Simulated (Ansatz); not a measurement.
ZrH₃OF₃, singlet: at a first-order saddle point.

Input (in.yaml):

```yaml
crystal:
  periodic: [false, false, false]
  atoms:
    - {symbol: Zr, position_ang: [-0.549720, -0.392870, -0.326799]}
    - {symbol: O, position_ang: [1.102264, 0.126890, 0.948484]}
    - {symbol: F, position_ang: [-0.150436, -2.169297, -0.836830]}
    - {symbol: F, position_ang: [-1.734941, -0.278461, 1.152972]}
    - {symbol: F, position_ang: [-1.675439, 0.318168, -1.681957]}
    - {symbol: H, position_ang: [1.148947, 0.806378, -0.040122]}
    - {symbol: H, position_ang: [0.773724, 1.001808, -1.007071]}
    - {symbol: H, position_ang: [1.085701, 0.587383, 1.791323]}
basis:
  gaussian: {orbitals: "def2-QZVPP.json"}
correlation: {method: mp2}
```

The basis file named in the input lies beside it (Basis Set Exchange, JSON).

Command:

```bash
ansatz run in.yaml --threads 8 --pin off --events-out ev --progress --plain --max-ram 19148MiB
```

What Ansatz 0.2.0 printed:

```
Functional definition: HF
  name "HF"
  cite "Fock, Z. Phys. 61, 126 (1930) doi:10.1007/BF01340294"
  parent pbe
  exchange = exact_x
  correlation = 0
2487 factors; integrals over basis functions are off by at most 1.0e-3 eV
mean field evaluation 1: about -11472.8557 eV, gradient 6.6e1 eV
mean field evaluation 2: about -11472.9747 eV, gradient 6.6e1 eV
mean field evaluation 4: about -11480.1330 eV, gradient 2.6e0 eV
mean field evaluation 8: about -11480.1812 eV, gradient 3.6e-1 eV
mean field -11480.18167663 eV, -421.8888950694 hartree, gradient 9.7e-7 eV, S^2 0.000000; 0 other end points of the search recorded, 0 dependent functions left out
4 core orbitals not correlated: weight in the atoms' cores, before any rotation towards them, 1.000 or more for the frozen orbitals, at most 0.000 for the correlated occupied ones
reference -11480.18167663 eV, -421.8888950694 hartree; 21, 21 occupied and 374, 374 virtual orbitals, 2487 factors
second order -41.76205105 eV of doubles, -0.00000000 eV of singles
Total energy: -11521.94372767 eV, -423.4236221380 hartree
```

Hardware: 8 CPU threads of an AMD EPYC 9R45, shared host. Wall time 2.8 s; peak host memory 1.8 GiB.
